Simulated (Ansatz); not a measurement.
Cartesian coordinates in Å:
```
S 0.210 -0.707 -0.675
K 0.883 1.090 1.399
H -1.093 -0.383 -0.724
```

Total charge 0; spin multiplicity 1.

Problem. List the PBE/def2-TZVPP orbital energies in eV (the Gaussian-basis code of Ansatz). (Best estimate.)

Solution. Computed: Occupied: -3505.41, -2392.71, -350.60, -280.08, -280.07, -280.06, -205.64, -151.81, -151.64, -151.61, -35.05, -18.93, -18.90, -18.80, -14.60, -7.19, -3.97, -3.67. Lowest empty: -1.87, -0.15, -0.08, 0.17, 0.88, 1.26, 1.36, 1.65.
